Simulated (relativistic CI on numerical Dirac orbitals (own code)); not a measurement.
# d1 to d9 in one tetrahedral field

Computed with a parametric ligand-field model without spin-orbit coupling, by exact diagonalisation: B = 580, C = 2460, 10Dq = -6000 cm⁻¹ (Td; |10Dq|/B = 10.3) for every shell. Energies in cm⁻¹; the field energy is (0.6 n_e − 0.4 n_t2) × 10Dq of the ground term; g labels are left out.

```tsv
Shell	Ground term	Electrons in e	Field energy	First spin-allowed bands	Lowest term of other spin
d1	2E	1.000	-3600	2T2 6000	
d2	3A2	2.000	-7200	3T2 6000, 3T1 9848	1E 9247
d3	4T1	1.925	-4349	4T2 5252, 4A2 11252	2E 5618
d4	?	?	?	?	?
d5	6A1	2.000	0	none	4T1 13803
d6	5E	3.000	-3600	5T2 6000	3T1 8198
d7	4A2	4.000	-7200	4T2 6000, 4T1 9848	2E 11267
d8	3T1	3.925	-4349	3T2 5252, 3A2 11252	1T2 8728
d9	2T2	4.000	-2400	2E 6000
```

(1) Fill in the row of d4.

## Answers

(1) Ground term: 5T2; Electrons in e: 2.000; Field energy: -2400; First spin-allowed bands: 5E 6000; Lowest term of other spin: 3T1 7756. Every shell keeps the spin of the free ion. Tetrahedral fields of 3d complexes are almost always too weak to pair spins. High-spin d^(n+5) repeats the spin-allowed bands of d^n, since the half-filled shell is spherical.
